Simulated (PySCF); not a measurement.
C3H3F4, SMILES F[CH]CC(F)(F)F, multiplicity 2. The structure is a stationary point at B3LYP-D3(BJ)/def2-SVP. The isomer is the one that the SMILES or the coordinates give; other isomers of the formula were not compared. The values are those of a single conformer.

Computed equilibrium geometry at B3LYP-D3(BJ)/def2-SVP (PySCF confirms it by a frequency run) as bond lengths and angles (one conformer of several):
Atoms: F1 C2 C3 C4 F5 F6 F7 H8 H9 H10. Bonded distances (Å): F1–C2 1.337, C2–C3 1.484, C2–H8 1.094, C3–C4 1.526, C3–H9 1.102, C3–H10 1.101, C4–F5 1.340, C4–F6 1.343, C4–F7 1.345. Bond angles (°): F1–C2–C3 116.3, F1–C2–H8 114.0, C3–C2–H8 123.4, C2–C3–C4 114.5, C2–C3–H9 110.2, C2–C3–H10 109.8, C4–C3–H9 107.1, C4–C3–H10 106.8, H9–C3–H10 108.2, C3–C4–F5 111.6, C3–C4–F6 110.9, C3–C4–F7 111.2, F5–C4–F6 107.8, F5–C4–F7 107.6, F6–C4–F7 107.6.
Charge 0, spin multiplicity 2.
